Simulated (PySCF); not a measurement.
C2H7BCl2Si.
Bonds: C1–C2, C2–Si3, Si3–B4, B4–Cl5, B4–Cl6. Hydrogens: H7, H8, H9 on C1; H10, H11 on C2; H12, H13 on Si3.

Method used: PySCF, PBE0-D3(BJ)/def2-SVP geometry optimisation, gas phase.

Question: List the bond lengths, angles and torsions at this level.

Answer: 
```
               bond  length (bohr)
              C1–C2          2.883
             C2–Si3          3.584
             Si3–B4          3.823
     B4–Cl5, B4–Cl6          3.310
C1–H7, C1–H8, C1–H9          2.082
     C2–H10, C2–H11          2.085
   Si3–H12, Si3–H13          2.829
```

Bonds in one row agree within 0.02 bohr and their mean is given. A selection of angles:
```
      angle  degrees
   C2–C1–H7    111.5
   H7–C1–H8    107.3
  C1–C2–Si3    114.5
  C1–C2–H10    110.6
 Si3–C2–H10    107.2
 H10–C2–H11    105.9
  C2–Si3–B4    107.9
 C2–Si3–H12    110.1
 B4–Si3–H12    110.1
H12–Si3–H13    108.8
 Si3–B4–Cl5    120.6
 Cl5–B4–Cl6    117.9
```

Dihedral angles: C1–C2–Si3–B4 -57° (synclinal); C2–Si3–B4–Cl5 -85° (synclinal). The mirror-image conformer, all signs reversed, is as good.

B4 (three-coordinate boron) is planar (angles 121.3°, 120.6° and 117.9°, sum 359.8°, 0.04 Å off the plane of its three neighbours). Si3 (SiH2 silicon) is tetrahedral (angles from 107.9° to 110.3°).

Point group: C1 (no symmetry element, even within 0.4 Å). Not checked by PBE0-D3(BJ)/def2-SVP frequencies. One conformer, not necessarily the lowest.
